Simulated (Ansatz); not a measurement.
`[SH][Sn]([SH])([SH])[Cl]` at its PBE0-D4/def2-TZVP geometry, where that method's forces vanish. Total charge 0; spin multiplicity 1. Sn: def2 effective core potential.

```tsv
atom	x (Å)	y (Å)	z (Å)
S1	-0.789	2.246	0.173
Sn2	-0.225	-0.022	-0.276
S3	1.626	0.061	-1.771
S4	0.207	-1.349	1.658
Cl5	-2.046	-1.111	-1.221
H6	-1.904	1.887	0.834
H7	1.968	-1.207	-1.481
H8	1.163	-0.504	2.084
```

Question: For each bond, give half the difference of the two atoms' forces along it (eV/Å; positive pushes the atoms apart) under PBE-D4, r2SCAN-D4, B3LYP-D4, ωB97M-V in def2-TZVPP. (Estimate.)

Answer: Ansatz gave: 
```tsv
bond	length (Å)	PBE-D4	r2SCAN-D4	B3LYP-D4	ωB97M-V
S1–Sn2	2.380	0.17	0.06	0.14	-0.04
S1–H6	1.345	0.26	0.02	-0.02	-0.09
Sn2–S3	2.380	0.17	0.07	0.14	-0.04
Sn2–S4	2.385	0.16	0.06	0.14	-0.05
Sn2–Cl5	2.323	0.23	0.08	0.20	-0.01
S3–H7	1.345	0.26	0.02	-0.03	-0.09
S4–H8	1.345	0.25	0.02	-0.03	-0.09
```

B3LYP here is the variant with VWN-RPA as its local correlation; programs differ in this.
